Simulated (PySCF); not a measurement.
**Spinor energies of Cs²⁸⁺ (caesium, charge +28)**

Start: [Ar] 3d9; 3d3/2 filled at m_j = -3/2, -1/2, +1/2, +3/2; 3d5/2 filled at m_j = -3/2, -1/2, +1/2, +3/2, +5/2. Calculated with PySCF 2.14 in an even-tempered Gaussian basis (16 s from 4.3 bohr⁻², ratio 2.8; 12 p from 5.6 bohr⁻², ratio 2.8; 8 d from 5.6 bohr⁻², ratio 2.8; 3 f from 23 bohr⁻², ratio 3): generalised Hartree-Fock with the X2C-1e Hamiltonian and a Gaussian nucleus; one run each with spin-orbit coupling (SO) switched off, then screened by Boettger's factors.

| spinor shell | electrons | ε, spin-free (eV) | ε, screened SO (eV) | weight of nominal j (screened SO) | rms radius, screened SO (bohr) |
| --- | --- | --- | --- | --- | --- |
| 1s1/2 | 2 | -37184.7 | -37180.4 | 1.000 | 0.0298 |
| 2s1/2 | 2 | -6770.8 | -6769.3 | 1.000 | 0.121 |
| 2p1/2 | 2 | -6174.0 | -6422.3 | 1.000 | 0.104 |
| 2p3/2 | 4 | -6174.0 | -6062.7 | 1.000 | 0.110 |
| 3s1/2 | 2 | -2159.4 | -2159.0 | 1.000 | 0.311 |
| 3p1/2 | 2 | -1962.1 | -2015.8 | 0.998 | 0.302 |
| 3d3/2 | 4 | -1687.3 | -1697.2 | 0.982 | 0.281 |
| 3d5/2 | 5 | -1687.3 | -1680.1 | 0.986 | 0.284 |

Question: Where does 3p3/2 lie, and what is the 3p spin-orbit splitting (screened SO)?

Answer: At -1937.8 eV, 78.077 eV above 3p1/2.

| quantity | spin-free | screened SO |
| --- | --- | --- |
| E (hartree) | -7360.53354 | -7363.41913 |
| M_J | 5/2 | 5/2 |
| ⟨J²⟩ | 8.750 | 8.750 |
| ⟨L²⟩ | 6.000 | 6.017 |
| ⟨S²⟩ | 0.750 | 0.767 |

Each row is a mean over spinors that exchange with the open shell spreads, by up to 19.164 eV (3p3/2).

Breit and QED terms are absent; they matter most for the inner s and p1/2 levels.

Densities and radii are taken from the X2C orbitals without a picture-change correction, which distorts them close to the nucleus.

Without spin-orbit coupling the j labels of p, d and f shells carry no meaning; the spin-free column gives the mean over the occupied spinors of each nl shell.
